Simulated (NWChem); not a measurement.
**Basis-set dependence for H3BN**

```
N
H 1 1.0132
H 1 1.0169 2 113.08
B 1 1.3774 2 123.29 3 180.00
H 4 1.2083 1 125.15 2 180.00
```
Charge 0, spin multiplicity 2.

Everything below was run with NWChem. Structure: optimised with UPBE0/def2-SVP, a minimum by its harmonic frequencies. It is one conformer; others weren't searched.

Hartree-Fock energies in Ha, correlation energies in mHa.

The correlated methods keep 2 core orbitals frozen. The structure started from a generated list of species. The unpaired electrons of the parent sit in orbitals of symmetry a' (Cs labels of the run); other states weren't searched. No SCF solution was tested for a lower state. Open-shell Hartree-Fock references start from PBE0 orbitals. No row is a measurement; the coupled-cluster row has its own basis-set and correlation limits.

| basis | functions | UHF | UMP2 | SCS-UMP2 | CCSD on ROHF | CCSD[T] on ROHF | CCSD(T) on ROHF | CCSD on UHF | CCSD[T] on UHF | CCSD(T) on UHF | URI-MP2 |
|---|---|---|---|---|---|---|---|---|---|---|---|
| 3-21G | 24 | -80.40589 | -148.8 | -150.4 | -168.9 | -173.8 | -173.2 | -168.0 | -172.7 | -172.2 | not run |
| cc-pVDZ | 43 | -80.85943 | -239.1 | -238.3 | -264.5 | -271.9 | -271.5 | -263.1 | -270.4 | -270.0 | -239.0 |
| cc-pVTZ | 102 | -80.88494 | -296.5 | -297.7 | -317.8 | -330.0 | -329.6 | not run | not run | not run | -296.4 |

From cc-pVDZ to cc-pVTZ the Hartree-Fock energy moves by -25.5 mHa and the UMP2 correlation energy by -57.4 mHa, which is 19 % of its value in the larger set.
